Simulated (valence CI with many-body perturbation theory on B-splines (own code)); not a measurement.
Re³⁶⁺: E2, M1 decay

Method: configuration interaction combined with many-body perturbation theory (CI+MBPT): three valence electrons over a frozen Dirac-Fock core [Kr], radial functions for each j: 7 s, 7 p, 8 d, 6 f, 4 g, 1 h, with the one-electron correlation potential Σ1 (screened to all orders), the two-electron term Σ2, the three-electron term Σ3, Breit, model QED; selected single and double excitations, second order for the rest, scaled by the run's own slope (own B-spline code, finite nucleus).

The last digits are not significant, and no measured levels were compared; by estimate large intervals hold to a few tenths of a per cent, small ones and those within an open d or f shell to about a per cent. The list stops below the first excitations out of the core.

Lines 1 to 50 of 54 in falling wavelength, among levels below 128.341 eV, chosen from the decays that carry over 1 % of a level's rate. Wavelengths and rates use the calculated energies. Electric multipoles are in the length gauge, E1 and E2 with the static RPA response of the core. Weak lines are less certain than strong ones. Lines between different terms over intervals too small for the method are left out, as are lines whose strength nearly cancels. The highest levels of a list are the least certain.

Levels are named by their leading jj configuration (3d3/2^4 stands for four electrons in 3d with j = 3/2), which in mixed levels can hold well under half, so a name can repeat and another be missing. Letters in brackets count levels of one name in rising energy.

```tsv
λ vac (nm)	Upper	Lower	Type	A (s⁻¹)	Branch %
3653	(4d3/2^2 4d5/2) J=9/2	(4d3/2^2 4d5/2) J=7/2	M1	1.53e-01	99.9
315.0	(4d3/2^2 4d5/2) J=7/2	(4d3/2^2 4d5/2) J=5/2 [a]	M1	4.63e+02	96.3
141.7	(4d3/2^2 4d5/2) J=5/2 [b]	(4d3/2^2 4d5/2) J=7/2	M1	3.48e+02	3.7
138.8	(4d3/2 4d5/2^2) J=7/2 [b]	(4d3/2 4d5/2^2) J=7/2 [a]	M1	8.29e+02	2.3
121.0	(4d3/2^2 4d5/2) J=5/2 [b]	(4d3/2^2 4d5/2) J=3/2	M1	2.16e+03	23.1
113.9	(4d3/2 4d5/2^2) J=3/2 [a]	(4d3/2^2 4d5/2) J=5/2 [b]	M1	1.84e+03	1.3
112.8	(4d5/2^3) J=3/2	(4d3/2 4d5/2^2) J=3/2 [b]	M1	2.80e+03	1.9
109.3	(4d3/2 4d5/2^2) J=3/2 [b]	(4d3/2 4d5/2^2) J=1/2	M1	2.03e+03	2.4
99.38	(4d3/2 4d5/2^2) J=3/2 [b]	(4d3/2 4d5/2^2) J=3/2 [a]	M1	3.30e+03	3.9
97.75	(4d3/2^2 4d5/2) J=5/2 [b]	(4d3/2^2 4d5/2) J=5/2 [a]	M1	5.91e+02	6.3
96.80	(4d3/2 4d5/2^2) J=5/2 [a]	(4d3/2^2 4d5/2) J=5/2 [b]	M1	1.11e+04	16.1
82.63	(4d5/2^3) J=5/2	(4d3/2 4d5/2^2) J=3/2 [b]	M1	7.29e+03	3.7
78.89	(4d3/2 4d5/2^2) J=5/2 [b]	(4d3/2^2 4d5/2) J=5/2 [b]	M1	1.78e+04	39.5
77.41	(4d5/2^3) J=9/2	(4d3/2 4d5/2^2) J=11/2	M1	4.51e+03	3.2
76.80	(4d3/2 4d5/2^2) J=7/2 [a]	(4d3/2^2 4d5/2) J=7/2	M1	2.11e+04	18.5
75.94	(4d3/2 4d5/2^2) J=7/2 [b]	(4d3/2^2 4d5/2) J=5/2 [b]	M1	4.13e+03	11.3
75.68	(4d3/2^2 4d5/2) J=5/2 [a]	(4d3/2^3) J=3/2	M1	5.85e+04	100.0
70.60	(4d3/2 4d5/2^2) J=9/2	(4d3/2^2 4d5/2) J=9/2	M1	4.08e+04	62.2
69.26	(4d3/2 4d5/2^2) J=9/2	(4d3/2^2 4d5/2) J=7/2	M1	2.47e+04	37.7
66.52	(4d5/2^3) J=3/2	(4d3/2 4d5/2^2) J=5/2 [b]	M1	4.54e+03	3.1
65.86	(4d3/2^2 4d5/2) J=3/2	(4d3/2^3) J=3/2	M1	4.78e+04	99.8
64.92	(4d3/2 4d5/2^2) J=3/2 [a]	(4d3/2^2 4d5/2) J=1/2	M1	1.45e+04	10.2
62.42	(4d5/2^3) J=9/2	(4d3/2 4d5/2^2) J=9/2	M1	5.58e+04	39.8
61.75	(4d3/2 4d5/2^2) J=7/2 [a]	(4d3/2^2 4d5/2) J=5/2 [a]	M1	9.29e+04	81.4
61.28	(4d3/2 4d5/2^2) J=1/2	(4d3/2^2 4d5/2) J=1/2	M1	8.46e+04	93.9
61.02	(4d3/2^2 4d5/2) J=7/2	(4d3/2^3) J=3/2	E2	1.79e+01	3.7
59.46	(4d3/2^2 4d5/2) J=1/2	(4d3/2^3) J=3/2	M1	1.79e+04	99.1
58.69	(4d3/2 4d5/2^2) J=3/2 [a]	(4d3/2^2 4d5/2) J=3/2	M1	8.49e+04	59.7
57.91	(4d3/2 4d5/2^2) J=11/2	(4d3/2^2 4d5/2) J=9/2	M1	2.76e+04	99.4
57.55	(4d5/2^3) J=3/2	(4d3/2 4d5/2^2) J=5/2 [a]	M1	5.00e+04	33.7
57.52	(4d3/2 4d5/2^2) J=5/2 [a]	(4d3/2^2 4d5/2) J=7/2	M1	3.32e+03	4.8
57.35	(4d5/2^3) J=9/2	(4d3/2 4d5/2^2) J=7/2 [a]	M1	7.89e+04	56.2
56.27	(4d5/2^3) J=5/2	(4d3/2 4d5/2^2) J=7/2 [b]	M1	1.91e+04	9.7
55.71	(4d3/2 4d5/2^2) J=1/2	(4d3/2^2 4d5/2) J=3/2	M1	4.78e+03	5.3
55.50	(4d5/2^3) J=3/2	(4d3/2 4d5/2^2) J=1/2	M1	3.42e+04	23.0
54.75	(4d5/2^3) J=5/2	(4d3/2 4d5/2^2) J=5/2 [b]	M1	3.10e+04	15.7
53.79	(4d3/2 4d5/2^2) J=5/2 [a]	(4d3/2^2 4d5/2) J=3/2	M1	4.67e+04	67.3
53.08	(4d3/2 4d5/2^2) J=3/2 [b]	(4d3/2^2 4d5/2) J=5/2 [b]	M1	4.84e+04	57.0
52.82	(4d5/2^3) J=3/2	(4d3/2 4d5/2^2) J=3/2 [a]	M1	5.52e+04	37.2
52.61	(4d3/2 4d5/2^2) J=3/2 [a]	(4d3/2^2 4d5/2) J=5/2 [a]	M1	3.96e+04	27.8
50.68	(4d3/2 4d5/2^2) J=5/2 [b]	(4d3/2^2 4d5/2) J=7/2	M1	2.37e+04	52.8
50.12	(4d3/2 4d5/2^2) J=7/2 [b]	(4d3/2^2 4d5/2) J=9/2	M1	1.35e+04	36.9
49.45	(4d3/2 4d5/2^2) J=7/2 [b]	(4d3/2^2 4d5/2) J=7/2	M1	1.47e+04	40.3
48.64	(4d3/2 4d5/2^2) J=5/2 [a]	(4d3/2^2 4d5/2) J=5/2 [a]	M1	7.15e+03	10.3
48.52	(4d5/2^3) J=5/2	(4d3/2 4d5/2^2) J=5/2 [a]	M1	4.89e+04	24.8
45.12	(4d5/2^3) J=5/2	(4d3/2 4d5/2^2) J=3/2 [a]	M1	5.64e+04	28.6
43.66	(4d3/2 4d5/2^2) J=5/2 [b]	(4d3/2^2 4d5/2) J=5/2 [a]	M1	2.60e+03	5.8
42.74	(4d3/2 4d5/2^2) J=7/2 [b]	(4d3/2^2 4d5/2) J=5/2 [a]	M1	2.98e+03	8.2
42.66	(4d3/2^2 4d5/2) J=5/2 [b]	(4d3/2^3) J=3/2	M1	6.21e+03	66.3
40.04	(4d5/2^3) J=5/2	(4d3/2 4d5/2^2) J=7/2 [a]	M1	3.07e+04	15.6
```
